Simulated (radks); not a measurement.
Task: The mean radii <r> (bohr) of the occupied orbitals of an atom or ion are listed with their occupations. Method: scalar-relativistic Kohn-Sham, LDA (Slater exchange, VWN5 correlation), spin-polarised, spherical densities, point nucleus; computed with a radial shooting solver on a logarithmic mesh with Libxc functionals.

| orbital | occ. | <r> |
|---|---|---|
| 1s down | 1 | 0.02276 |
| 1s up | 1 | 0.02276 |
| 2s up | 1 | 0.09707 |
| 2s down | 1 | 0.09707 |
| 2p up | 3 | 0.08550 |
| 2p down | 3 | 0.08550 |
| 3s up | 1 | 0.2553 |
| 3s down | 1 | 0.2552 |
| 3p up | 3 | 0.2536 |
| 3p down | 3 | 0.2534 |
| 3d up | 5 | 0.2312 |
| 3d down | 5 | 0.2309 |
| 4s up | 1 | 0.5796 |
| 4s down | 1 | 0.5795 |
| 4p up | 3 | 0.6138 |
| 4p down | 3 | 0.6138 |
| 4d up | 5 | 0.6712 |
| 4d down | 5 | 0.6720 |
| 5s up | 1 | 1.402 |
| 5s down | 1 | 1.423 |
| 5p up | 3 | 1.651 |
| 5p down | 3 | 1.689 |
| 4f up | 6 | 0.9933 |
| 6s up | 1 | 4.216 |
| 6s down | 1 | 4.349 |

Name the element and its charge. Open shells, if any, are filled with parallel spins first.

Result: Z = 62, samarium, charge 0: Sm in [Xe] 4f6 6s2. The 1s radius gives Z: for a bare nucleus <r> = (2 gamma + 1)/(2Z) with gamma = sqrt(1 - (Z/c)^2), 0.02245 bohr for Z = 62, and screening makes it slightly larger (0.02276 here). The occupations add up to 62, and the charge is Z minus that.
